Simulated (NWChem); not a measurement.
CHF, singlet; SMILES [CH]F

Results from NWChem. Low-valent species are run as closed-shell singlets; no triplet was tried in these runs. Each level has its own optimisation; frequencies are unscaled.

```json
[
 {"level": "CAM-B3LYP/def2-SVP", "r C–F (Å)": "1.294", "r C–H (Å)": "1.132", "highest harmonic frequency (cm⁻¹)": "2820", "lowest (cm⁻¹)": "1307", "zero-point energy (kcal/mol)": "8.0"},
 {"level": "BLYP/def2-SVP", "r C–F (Å)": "1.320", "r C–H (Å)": "1.149", "highest harmonic frequency (cm⁻¹)": "2623", "lowest (cm⁻¹)": "1186", "zero-point energy (kcal/mol)": "7.4"},
 {"level": "PBE/def2-SVP", "r C–F (Å)": "1.312", "r C–H (Å)": "1.152", "highest harmonic frequency (cm⁻¹)": "2635", "lowest (cm⁻¹)": "1220", "zero-point energy (kcal/mol)": "7.5"},
 {"level": "Hartree-Fock/STO-3G", "r C–F (Å)": "1.311", "r C–H (Å)": "1.142", "highest harmonic frequency (cm⁻¹)": "3288", "lowest (cm⁻¹)": "1489", "zero-point energy (kcal/mol)": "9.2"},
 {"level": "PBE0-D3(BJ)/def2-TZVP", "r C–F (Å)": "1.301", "r C–H (Å)": "1.126", "highest harmonic frequency (cm⁻¹)": "(withheld)", "lowest (cm⁻¹)": "(withheld)", "zero-point energy (kcal/mol)": "7.8"}
]
```

Task: Complete the blanks.

Result: 
- PBE0-D3(BJ)/def2-TZVP, highest harmonic frequency (cm⁻¹): 2774
- PBE0-D3(BJ)/def2-TZVP, lowest (cm⁻¹): 1248
